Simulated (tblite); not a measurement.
Species: C₆H₁₆OSSi.
Atom-mapped SMILES: `[CH3:1][CH2:2][SiH2:3][C@@H:4]([CH3:5])[CH2:6][S@@:7]([CH3:8])=[O:9]` (hydrogens: H10, H11, H12 on C1; H13, H14 on C2; H15, H16 on Si3; H17 on C4; H18, H19, H20 on C5; H21, H22 on C6; H23, H24, H25 on C8)

Geometry (GFN2-xTB, Å), atoms numbered from 1 in this order:
```
atom  x, y, z in Å
C1    -3.2985    0.9313    0.3069
C2    -3.0085   -0.3225   -0.5126
Si3   -1.2773   -0.3314   -1.3008
C4     0.0764   -0.1475    0.0387
C5    -0.0291   -1.2115    1.1281
C6     1.4562   -0.1774   -0.5878
S7     2.7251    0.2722    0.7036
C8     4.0931    0.5454   -0.5111
O9     2.3337    1.5974    1.1876
H10   -4.2982    0.8888    0.7370
H11   -3.2358    1.8209   -0.3158
H12   -2.5852    1.0367    1.1209
H13   -3.1337   -1.2004    0.1236
H14   -3.7568   -0.4115   -1.3010
H15   -1.0717   -1.6045   -2.0084
H16   -1.1425    0.7753   -2.2581
H17   -0.0240    0.8337    0.5164
H18    0.1219   -2.2059    0.7113
H19    0.7253   -1.0431    1.8966
H20   -1.0066   -1.1845    1.6030
H21    1.7173   -1.1710   -0.9479
H22    1.5385    0.5450   -1.3976
H23    4.2800   -0.3876   -1.0300
H24    4.9750    0.8454    0.0455
H25    3.8144    1.3308   -1.2048
```

Computed values, GFN2-xTB/tblite, gas phase, harmonic and unscaled. The method is semi-empirical: single wavenumbers can be off by several per cent or more. Modes of hydrogen on silicon can be 10 to 20 % off. One conformer, not necessarily the lowest.

Harmonic wavenumbers (cm⁻¹): 28.2, 44.1, 58.6, 76.9, 97.6, 143.5, 154.4, 187.7, 220.4, 231.9, 250.6, 274.5, 309.5, 338.0, 369.7, 400.9, 495.3, 590.9, 646.6, 663.4, 667.9, 712.3, 726.6, 769.3, 782.1, 825.1, 879.0, 890.3, 956.1, 979.7, 1007.0, 1022.1, 1046.0, 1077.1, 1128.1, 1135.8, 1155.3, 1207.3, 1240.6, 1260.8, 1285.1, 1292.2, 1313.5, 1415.2, 1420.9, 1433.6, 1442.5, 1459.6, 1487.8, 1502.0, 1507.6, 1510.2, 1513.0, 2201.8, 2217.8, 2925.9, 2969.7, 2988.1, 2998.8, 3001.4, 3005.3, 3013.2, 3018.5, 3031.5, 3037.9, 3040.8, 3052.2, 3062.9, 3072.5.

A = 2381, B = 489.1, C = 466.1 MHz; mass 164.069 u (most abundant isotopes); point group C1, symmetry number 1.

Q: Zero-point energy?

A: Half the sum of the wavenumbers: 45136 cm⁻¹ = 539.95 kJ/mol.

Q: Entropy at 273.15 K, 1 bar (ideal gas, RRHO, classical rotation)?

A: Translation 170.64, rotation 127.61, vibration 181.80: S = 480.1 J/(mol K).

Q: And Cp and H(273.15 K) − H(0)?

A: Cp = 200.93 J/(mol K), of which vibrations give 167.67 (their classical limit is 69 R = 573.7); H(273.15 K) − H(0) = 33.89 kJ/mol without the zero-point energy, 24.80 from vibrations.

Q: What must be added to the electronic energy to get the Gibbs energy at 273.15 K and 1 bar?

A: ZPE + [H(273.15 K) − H(0)] − T·S = 539.95 + 33.89 − 131.13 = 442.71 kJ/mol.

Q: How do the functions run with temperature in this model?

A: 
```json
{"T (K)": "100", "S (J/(mol K))": "332.1", "Cp (J/(mol K))": "107.5", "H − H(0) (kJ/mol)": "7.08", "G − H(0) (kJ/mol)": "-26.13", "ln q(vib)": "3.57"}
{"T (K)": "200", "S (J/(mol K))": "423.9", "Cp (J/(mol K))": "161.9", "H − H(0) (kJ/mol)": "20.63", "G − H(0) (kJ/mol)": "-64.14", "ln q(vib)": "7.95"}
{"T (K)": "300", "S (J/(mol K))": "499.6", "Cp (J/(mol K))": "215.4", "H − H(0) (kJ/mol)": "39.48", "G − H(0) (kJ/mol)": "-110.39", "ln q(vib)": "12.01"}
{"T (K)": "500", "S (J/(mol K))": "633.3", "Cp (J/(mol K))": "311.9", "H − H(0) (kJ/mol)": "92.65", "G − H(0) (kJ/mol)": "-223.98", "ln q(vib)": "19.59"}
{"T (K)": "800", "S (J/(mol K))": "802.6", "Cp (J/(mol K))": "408.2", "H − H(0) (kJ/mol)": "201.87", "G − H(0) (kJ/mol)": "-440.21", "ln q(vib)": "30.01"}
{"T (K)": "1000", "S (J/(mol K))": "898.5", "Cp (J/(mol K))": "451.3", "H − H(0) (kJ/mol)": "288.03", "G − H(0) (kJ/mol)": "-610.52", "ln q(vib)": "36.37"}
```

q(vib) and H(0) count from the zero-point level.

Hindered rotation and anharmonicity are outside this model. Other conformers, if any are populated, would add a mixing term that is left out. The structure is chiral; the term R ln 2 for an equal mix with its mirror image is left out.

The run took 1.4 s wall on an Arm Neoverse V1 with one thread, shared host with 32 logical CPUs at a one-minute load of 11. The figure is for the frequency step alone.
